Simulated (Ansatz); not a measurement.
Molecule: CH₄BO₃, net charge 0, doublet state. It need not be the lowest isomer of its formula. 
Coordinates optimised at B3LYP-D3(BJ)/def2-TZVP (Ansatz, a quantum-chemistry and plane-wave program):
```xyz
9

C     -1.6129     0.8370     0.4564
O     -0.8530    -0.3606     0.2881
B      0.4343    -0.3084    -0.1181
O      1.1457    -1.4737    -0.2730
O      1.0782     0.8751    -0.3885
H     -1.1594     1.4840     1.2090
H     -1.6895     1.3855    -0.4838
H     -2.6063     0.5393     0.7848
H      1.9942     0.7843    -0.6701
```
Charge 0, spin multiplicity 2.

Quantity: atomisation energy (electronic, to ground-state atoms), in kcal/mol. Valence correlation only, unless marked. Open shells are spin-unrestricted. Spin-orbit coupling is left out. No relativistic terms. The coupled-cluster limit lacks core correlation, which all-electron functionals hold. CBS marks a two-point X^-3 extrapolation of the correlation energy; Hartree-Fock from the larger set.

| level | program | atomisation energy (kcal/mol) |
|---|---|---|
| B97M-V/def2-TZVPD | Ansatz | … |
| PBE0/STO-3G | Ansatz | 983.1 |
| PBE0/6-31G* | Ansatz | 886.1 |
| CAM-B3LYP-D4/def2-TZVPD | Ansatz + dftd4 | 896.2 |
| wB97M-V/def2-TZVPD | Ansatz | … |
| B2PLYP-D3(BJ)/def2-TZVPD | Ansatz + dftd3 | 882.0 |
| CCSD(T)/CBS(cc-pVTZ,cc-pVQZ) | Ansatz | 887.5 |

Task: What belongs in the gaps?

Result: 
- B97M-V/def2-TZVPD, atomisation energy (kcal/mol): 890.9
- wB97M-V/def2-TZVPD, atomisation energy (kcal/mol): 891.5
